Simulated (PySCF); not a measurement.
## Calculated data, AlBGeH5N, B2GeH8Si, CH6AlGeN, C2H10GeSi and others

Calculation on a computer-drawn molecule: the log of a Hartree-Fock and frozen-core CCSD(T) single point meant for a local Hartree-Fock minimum, with one planted fault or none, to be diagnosed. Offsets are logged minus clean, where the clean run is the same molecule without the fault. The reference is restricted for singlets and unrestricted otherwise, and also for a bond in bohr or an excited solution. Adding or removing an electron swaps singlet and doublet. The excited solution moves the top pair (singlet) or top alpha electron (doublet) to the lowest empty orbital. Highest occupied and lowest empty are orbital energies over both spins, largest force is the largest gradient component, triples share is (T) over the correlation energy, the T1 limit is 0.02 restricted and 0.045 unrestricted, electrons count all cores, a negative frequency is imaginary (commonest isotopes), and the dipole is about the centre of nuclear charge; on germanium a core potential holds 10 electrons, which the energies leave out, and 3d is frozen in MP2 and coupled-cluster steps. Program: PySCF 2.14.0.

Common to all runs: meant basis cc-pV(D+d)Z; meant basis and core potential on germanium cc-pVDZ-PP ECP10MDF; logged SCF converged yes; possible faults no fault, one electron removed, one electron added, multiplicity raised by two, geometry at a saddle point, SCF held on an excited solution, minimal basis STO-3G, one bond length entered in bohr, all coordinates scaled.

```json
{"entry": 1, "formula": "AlBGeH5N", "logged_structure": {"atoms_angstrom": [["B", -0.9055, 1.5775, -1.1194], ["Ge", 0.1894, -0.1855, -0.8749], ["N", 1.634, 0.2758, 0.1149], ["Al", 2.9279, 0.6738, 0.9994], ["H", -1.6995, 1.9349, -0.2908], ["H", -0.7029, 2.3189, -2.0435], ["H", -0.6261, -1.2835, -0.1567], ["H", 0.6353, -0.7912, -2.2242], ["H", 4.1661, 1.0703, 1.8492]]}, "given": {"meant_charge": 0, "meant_multiplicity": 1, "logged_electrons": 63, "logged_basis_functions": 99, "logged_spin_squared": 1.1312, "logged_highest_occupied [eV]": -0.43026, "logged_lowest_empty [eV]": 5.2589, "logged_largest_force [hartree/bohr]": 0.039368, "logged_T1_diagnostic": 0.057751, "logged_D1_diagnostic": 0.24823, "logged_triples_share": 0.039664, "logged_CC_converged": "yes", "logged_dipole_magnitude [debye]": 6.2043, "logged_SCF_stable_within_its_kind": "yes", "logged_energy_HF [hartree]": -617.23349, "logged_energy_CCSD(T) [hartree]": -617.73364, "drawn_bonds_atom": [1, 2, 3, 1, 1, 2, 2, 4], "drawn_bonds_other_atom": [2, 3, 4, 5, 6, 7, 8, 9], "drawn_bonds_order": [1, 1, 2, 1, 1, 1, 1, 1]}, "results": {"planted_fault": "one electron added", "HF_energy_offset_from_clean_run [kcal/mol]": 19.28, "CCSD(T)_energy_offset_from_clean_run [kcal/mol]": 0.447}, "notes": ["T1 above single-reference limit"]}
{"entry": 2, "formula": "B2GeH8Si", "logged_structure": {"atoms_angstrom": [["B", -1.9411, -1.288, -2.2199], ["Si", -0.9183, 0.2745, 1.1327], ["Ge", -1.1533, 2.6869, 0.9315], ["B", 0.2498, 3.4206, -0.4176], ["H", -3.0642, -1.6566, -2.4243], ["H", -1.1558, -1.3656, -3.1248], ["H", 0.4986, -0.0191, 1.4722], ["H", -1.7672, -0.1767, 2.2638], ["H", -0.9848, 3.2905, 2.3345], ["H", -2.5898, 2.9861, 0.4693], ["H", 0.0207, 3.4203, -1.5946], ["H", 1.3219, 3.8054, -0.0457]]}, "given": {"meant_charge": 0, "meant_multiplicity": 1, "logged_electrons": 64, "logged_basis_functions": 114, "logged_spin_squared": 0.9269, "logged_highest_occupied [eV]": -8.8254, "logged_lowest_empty [eV]": 1.1068, "logged_largest_force [hartree/bohr]": 0.01118, "logged_T1_diagnostic": 0.020408, "logged_D1_diagnostic": 0.081456, "logged_triples_share": 0.025616, "logged_CC_converged": "yes", "logged_dipole_magnitude [debye]": 0.89125, "logged_SCF_stable_within_its_kind": "yes", "logged_energy_HF [hartree]": -636.17255, "logged_energy_CCSD(T) [hartree]": -636.5972, "drawn_bonds_atom": [1, 2, 3, 1, 1, 2, 2, 3, 3, 4, 4], "drawn_bonds_other_atom": [2, 3, 4, 5, 6, 7, 8, 9, 10, 11, 12], "drawn_bonds_order": [1, 1, 1, 1, 1, 1, 1, 1, 1, 1, 1]}, "results": {"planted_fault": "one bond length entered in bohr, row 1 of the drawn bonds", "HF_energy_offset_from_clean_run [kcal/mol]": 64.39, "CCSD(T)_energy_offset_from_clean_run [kcal/mol]": 80.91}}
{"entry": 3, "formula": "CH6AlGeN", "logged_structure": {"atoms_angstrom": [["Al", -2.2962, 0.1767, 0.0], ["N", -0.6012, -0.4015, 0.0], ["C", 0.5665, 0.3433, 0.0], ["Ge", 2.2784, -0.1789, 0.0], ["H", -3.4174, -0.9284, 0.0], ["H", -2.5432, 1.7308, 0.0], ["H", -0.4309, -1.3916, 0.0], ["H", 0.4039, 1.4174, 0.0], ["H", 3.3621, 0.8727, 0.0], ["H", 2.678, -1.6405, 0.0]]}, "given": {"meant_charge": 0, "meant_multiplicity": 1, "logged_electrons": 64, "logged_basis_functions": 104, "logged_spin_squared": 0.0, "logged_highest_occupied [eV]": -6.6694, "logged_lowest_empty [eV]": 1.4751, "logged_largest_force [hartree/bohr]": 3.9163e-05, "logged_lowest_frequency [cm^-1]": -235.83, "logged_T1_diagnostic": 0.016178, "logged_D1_diagnostic": 0.051938, "logged_triples_share": 0.034278, "logged_CC_converged": "yes", "logged_dipole_magnitude [debye]": 0.89179, "logged_SCF_stable_within_its_kind": "yes", "logged_energy_HF [hartree]": -631.05664, "logged_energy_CCSD(T) [hartree]": -631.59638, "drawn_bonds_atom": [1, 2, 3, 1, 1, 2, 3, 4, 4], "drawn_bonds_other_atom": [2, 3, 4, 5, 6, 7, 8, 9, 10], "drawn_bonds_order": [1, 1, 2, 1, 1, 1, 1, 1, 1]}, "results": {"planted_fault": "geometry at a saddle point", "HF_energy_offset_from_clean_run [kcal/mol]": 5.076, "CCSD(T)_energy_offset_from_clean_run [kcal/mol]": -0.2183}}
{"entry": 4, "formula": "C2H10GeSi", "logged_structure": {"atoms_angstrom": [["C", -1.4907, 0.5698, 0.9776], ["Si", 0.2142, -0.2221, 0.8175], ["C", 0.4132, -1.642, 2.0438], ["Ge", 0.5633, -1.0071, -1.4338], ["H", -1.605, 1.4063, 0.283], ["H", -1.6443, 0.9514, 1.9915], ["H", -2.2827, -0.1544, 0.7668], ["H", 1.2524, 0.806, 1.0964], ["H", 1.4094, -2.087, 1.9747], ["H", 0.2737, -1.2875, 3.0694], ["H", -0.3219, -2.4299, 1.8569], ["H", 1.9578, -1.6305, -1.6008], ["H", 0.4385, 0.1362, -2.4528], ["H", -0.4702, -2.0801, -1.8159]]}, "given": {"meant_charge": 0, "meant_multiplicity": 1, "logged_electrons": 68, "logged_basis_functions": 124, "logged_spin_squared": 0.0, "logged_highest_occupied [eV]": -1.9865, "logged_lowest_empty [eV]": -4.4307, "logged_largest_force [hartree/bohr]": 0.092592, "logged_CC_converged": "no", "logged_dipole_magnitude [debye]": 1.6885, "logged_SCF_stable_within_its_kind": "no", "logged_energy_HF [hartree]": -663.27318, "drawn_bonds_atom": [1, 2, 2, 1, 1, 1, 2, 3, 3, 3, 4, 4, 4], "drawn_bonds_other_atom": [2, 3, 4, 5, 6, 7, 8, 9, 10, 11, 12, 13, 14], "drawn_bonds_order": [1, 1, 1, 1, 1, 1, 1, 1, 1, 1, 1, 1, 1]}, "results": {"planted_fault": "SCF held on an excited solution", "HF_energy_offset_from_clean_run [kcal/mol]": 386.8}, "notes": ["CCSD not converged"]}
{"entry": 5, "formula": "CH5GeOSi", "logged_structure": {"atoms_angstrom": [["C", -0.2564, -1.5415, -1.193], ["Ge", -0.7815, -1.055, 0.4286], ["Si", -3.0512, -0.4968, 0.4766], ["O", -3.9841, -0.5546, -0.7986], ["H", 0.7663, -1.8346, -1.4018], ["H", -0.9358, -1.5646, -2.0357], ["H", -0.013, -0.955, 1.715], ["H", -3.8183, -0.054, 1.6377], ["H", -3.7935, -0.7999, -1.6961]]}, "given": {"meant_charge": 1, "meant_multiplicity": 1, "logged_electrons": 64, "logged_basis_functions": 99, "logged_spin_squared": 2.0176, "logged_highest_occupied [eV]": -12.317, "logged_lowest_empty [eV]": -5.5412, "logged_largest_force [hartree/bohr]": 0.067985, "logged_T1_diagnostic": 0.015478, "logged_D1_diagnostic": 0.055309, "logged_triples_share": 0.02625, "logged_CC_converged": "yes", "logged_dipole_magnitude [debye]": 1.1913, "logged_SCF_stable_within_its_kind": "yes", "logged_energy_HF [hartree]": -697.65139, "logged_energy_CCSD(T) [hartree]": -698.16595, "drawn_bonds_atom": [1, 2, 3, 1, 1, 2, 3, 4], "drawn_bonds_other_atom": [2, 3, 4, 5, 6, 7, 8, 9], "drawn_bonds_order": [2, 1, 1, 1, 1, 1, 1, 1]}, "results": {"planted_fault": "multiplicity raised by two", "HF_energy_offset_from_clean_run [kcal/mol]": 11.3, "CCSD(T)_energy_offset_from_clean_run [kcal/mol]": 39.21}}
{"entry": 6, "formula": "GeH4N2Si", "logged_structure": {"atoms_angstrom": [["N", -0.4991, 0.9419, -1.5743], ["Si", -0.0581, -0.2828, -0.6634], ["Ge", 2.4286, -0.5894, -0.4815], ["N", 2.6463, 0.8364, -1.5533], ["H", -1.4601, 1.187, -1.7397], ["H", -1.026, -1.184, 0.0319], ["H", 3.5492, 1.1766, -1.8261], ["H", 1.8824, 1.3687, -1.9381]]}, "given": {"meant_charge": 0, "meant_multiplicity": 1, "logged_electrons": 65, "logged_basis_functions": 94, "logged_spin_squared": 0.7897, "logged_highest_occupied [eV]": -0.5254, "logged_lowest_empty [eV]": 6.8718, "logged_largest_force [hartree/bohr]": 0.043271, "logged_T1_diagnostic": 0.024123, "logged_D1_diagnostic": 0.11961, "logged_triples_share": 0.034669, "logged_CC_converged": "yes", "logged_dipole_magnitude [debye]": 0.28973, "logged_SCF_stable_within_its_kind": "yes", "logged_energy_HF [hartree]": -693.50945, "logged_energy_CCSD(T) [hartree]": -694.08883, "drawn_bonds_atom": [1, 2, 3, 1, 2, 4, 4], "drawn_bonds_other_atom": [2, 3, 4, 5, 6, 7, 8], "drawn_bonds_order": [2, 1, 1, 1, 1, 1, 1]}, "results": {"planted_fault": "one electron added", "HF_energy_offset_from_clean_run [kcal/mol]": 2.153, "CCSD(T)_energy_offset_from_clean_run [kcal/mol]": 0.2361}}
{"entry": 7, "formula": "GeH4N2Si", "logged_structure": {"atoms_angstrom": [["N", 0.4727, 1.6374, 1.075], ["Ge", -0.384, 0.1777, 1.0532], ["Si", -1.714, -0.4303, -0.9322], ["N", -2.2698, -1.9107, -0.3041], ["H", 0.9884, 1.8026, 1.9289], ["H", -0.36, -0.8051, 2.2596], ["H", -2.8786, -2.4986, -0.8449], ["H", -2.0715, -2.323, 0.5892]]}, "given": {"meant_charge": 0, "meant_multiplicity": 1, "logged_electrons": 63, "logged_basis_functions": 94, "logged_spin_squared": 1.449, "logged_highest_occupied [eV]": -13.412, "logged_lowest_empty [eV]": -6.3406, "logged_largest_force [hartree/bohr]": 0.039927, "logged_T1_diagnostic": 0.068235, "logged_D1_diagnostic": 0.33877, "logged_triples_share": 0.039803, "logged_CC_converged": "yes", "logged_dipole_magnitude [debye]": 5.5201, "logged_SCF_stable_within_its_kind": "yes", "logged_energy_HF [hartree]": -693.21708, "logged_energy_CCSD(T) [hartree]": -693.75775, "drawn_bonds_atom": [1, 2, 3, 1, 2, 4, 4], "drawn_bonds_other_atom": [2, 3, 4, 5, 6, 7, 8], "drawn_bonds_order": [2, 1, 1, 1, 1, 1, 1]}, "results": {"planted_fault": "one electron removed", "HF_energy_offset_from_clean_run [kcal/mol]": 164.1, "CCSD(T)_energy_offset_from_clean_run [kcal/mol]": 190.5}, "notes": ["T1 above single-reference limit"]}
{"entry": 8, "formula": "BGeH5NSi", "logged_structure": {"atoms_angstrom": [["B", -1.9026, 1.5683, 1.6088], ["Ge", -0.592, 0.8741, 2.903], ["N", 0.7202, -0.2912, 2.551], ["Si", 1.3063, -1.6797, 2.1555], ["H", -2.7059, 2.3666, 1.9996], ["H", -1.8762, 1.195, 0.471], ["H", -0.5045, 1.2512, 4.3828], ["H", 0.5509, -2.9396, 2.0191], ["H", 2.7378, -1.8837, 1.886]]}, "given": {"meant_charge": 0, "meant_multiplicity": 2, "logged_electrons": 63, "logged_basis_functions": 99, "logged_spin_squared": 0.7576, "logged_highest_occupied [eV]": -7.0202, "logged_lowest_empty [eV]": 1.1158, "logged_largest_force [hartree/bohr]": 9.2185e-06, "logged_lowest_frequency [cm^-1]": 36.394, "logged_T1_diagnostic": 0.020616, "logged_D1_diagnostic": 0.064277, "logged_triples_share": 0.034706, "logged_CC_converged": "yes", "logged_dipole_magnitude [debye]": 3.9229, "logged_SCF_stable_within_its_kind": "yes", "logged_energy_HF [hartree]": -664.28334, "logged_energy_CCSD(T) [hartree]": -664.77548, "drawn_bonds_atom": [1, 2, 3, 1, 1, 2, 4, 4], "drawn_bonds_other_atom": [2, 3, 4, 5, 6, 7, 8, 9], "drawn_bonds_order": [1, 1, 2, 1, 1, 1, 1, 1]}, "results": {"planted_fault": "no fault", "HF_energy_offset_from_clean_run [kcal/mol]": 0.0, "CCSD(T)_energy_offset_from_clean_run [kcal/mol]": 0.0}}
```
